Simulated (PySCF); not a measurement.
Members of one series of related molecules.

All values: PBE0/pcSseg-1 (PySCF) at GFN2-xTB geometries, gas phase, one conformer each.

Question: Rank by LUMO energy, lowest first.
A. `C1[Si@H](C[Si@@H]1NCC)C`
B. `C[Si@H]1C[Si@H](NC2CC2)C1`
C. `C=CCN[Si@H]1C[Si@@H](C)C1`

Answer: C (0.25 eV), A (0.61 eV), B (0.76 eV).

All values together:

```json
{"SMILES": "C=CCN[Si@H]1C[Si@@H](C)C1", "formula": "C6H15NSi2", "μ (D)": "0.98", "HOMO (eV)": "-6.71", "LUMO (eV)": "0.25", "lowest IAO charge (e)": "-0.859 (C)", "highest IAO charge (e)": "+1.020 (Si)", "lowest Hirshfeld charge (e)": "-0.267 (C)", "highest Hirshfeld charge (e)": "+0.384 (Si)"}
{"SMILES": "CN[Si@H]1C[Si@H](C)C1", "formula": "C4H13NSi2", "μ (D)": "0.87", "HOMO (eV)": "-6.59", "LUMO (eV)": "0.68", "lowest IAO charge (e)": "-0.861 (C)", "highest IAO charge (e)": "+1.029 (Si)", "lowest Hirshfeld charge (e)": "-0.268 (C)", "highest Hirshfeld charge (e)": "+0.385 (Si)"}
{"SMILES": "C[Si@H]1C[Si@H](NC=O)C1", "formula": "C4H11NOSi2", "μ (D)": "3.17", "HOMO (eV)": "-7.55", "LUMO (eV)": "0.24", "lowest IAO charge (e)": "-0.860 (C)", "highest IAO charge (e)": "+1.030 (Si)", "lowest Hirshfeld charge (e)": "-0.271 (C)", "highest Hirshfeld charge (e)": "+0.398 (Si)"}
{"SMILES": "CC(=O)N[Si@H]1C[Si@@H](C)C1", "formula": "C5H13NOSi2", "μ (D)": "3.55", "HOMO (eV)": "-7.45", "LUMO (eV)": "0.34", "lowest IAO charge (e)": "-0.862 (C)", "highest IAO charge (e)": "+1.036 (Si)", "lowest Hirshfeld charge (e)": "-0.273 (C)", "highest Hirshfeld charge (e)": "+0.391 (Si)"}
{"SMILES": "C[Si@H]1C[Si@H](NC2CC2)C1", "formula": "C6H15NSi2", "μ (D)": "0.51", "HOMO (eV)": "-6.16", "LUMO (eV)": "0.76", "lowest IAO charge (e)": "-0.876 (C)", "highest IAO charge (e)": "+1.030 (Si)", "lowest Hirshfeld charge (e)": "-0.273 (C)", "highest Hirshfeld charge (e)": "+0.390 (Si)"}
{"SMILES": "CCN[Si@H]1C[Si@H](C)C1", "formula": "C5H15NSi2", "μ (D)": "0.89", "HOMO (eV)": "-6.61", "LUMO (eV)": "0.61", "lowest IAO charge (e)": "-0.860 (C)", "highest IAO charge (e)": "+1.021 (Si)", "lowest Hirshfeld charge (e)": "-0.268 (C)", "highest Hirshfeld charge (e)": "+0.384 (Si)"}
```

Conformers: `[CH2:1]=[CH:2][CH2:3][NH:4][Si@H:5]1[CH2:6][Si@@H:7]([CH3:8])[CH2:9]1` with C1–C2–C3–N4 -125°, C2–C3–N4–Si5 -81°, C3–N4–Si5–C6 -166°; `[CH3:1][NH:2][Si@H:3]1[CH2:4][Si@H:5]([CH3:6])[CH2:7]1` with C1–N2–Si3–C4 -169°; `[CH3:1][Si@H:2]1[CH2:3][Si@H:4]([NH:5][CH:6]=[O:7])[CH2:8]1` with C3–Si4–N5–C6 -171°, Si4–N5–C6–O7 0°; `[CH3:1][C:2](=[O:3])[NH:4][Si@H:5]1[CH2:6][Si@@H:7]([CH3:8])[CH2:9]1` with C1–C2–N4–Si5 180°, C2–N4–Si5–C6 -172°; `[CH3:1][Si@H:2]1[CH2:3][Si@H:4]([NH:5][CH:6]2[CH2:7][CH2:8]2)[CH2:9]1` with C3–Si4–N5–C6 76°, Si4–N5–C6–C7 176°; `[CH3:1][CH2:2][NH:3][Si@H:4]1[CH2:5][Si@H:6]([CH3:7])[CH2:8]1` with C1–C2–N3–Si4 -80°, C2–N3–Si4–C5 -167°.
